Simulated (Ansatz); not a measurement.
A made-up structure of NaHSeS, closed shell:

```xyz
4
angstrom
Na -0.2947 1.3656 -0.7285
S -1.1107 -0.3124 1.0322
Se 0.8556 -0.1177 0.4440
H 0.5498 -0.9355 -0.7477
```

It is relaxed with PBE-D4/def2-SVP and then PBE0-D4/def2-TZVP (Ansatz 0.2.0). Atoms count as bonded within 1.22 times the sum of their covalent radii (H–H: 0.88 Å). The end point is not checked to be a true minimum.

Question: Does its bonding change? (Judge from chemistry; the calculation decides.)

Answer: Computed: No: no bond forms or breaks.

Where it ends: The first stage lowers the energy by 1.58 eV in 6 steps. It ends as NaHSeS ([Na]1[S][SeH]1):
```xyz
4
angstrom
Na -0.6709 1.7499 -0.6361
S -1.1613 -0.1277 0.9695
Se 0.9744 -0.3305 0.3931
H 0.8579 -1.2917 -0.7265
```

Labels in which every atom is bracketed show which atoms are joined, not bond orders.

For scale, one of the runs: PBE0-D4/def2-TZVP relaxation, 123 basis functions, launched by `ansatz run in.yaml --threads 2 --pin off --events-out ev --progress --plain --max-ram 4352MiB`. The run took about 12 s on 2 CPU threads of an Intel Xeon 6975P-C (shared host).
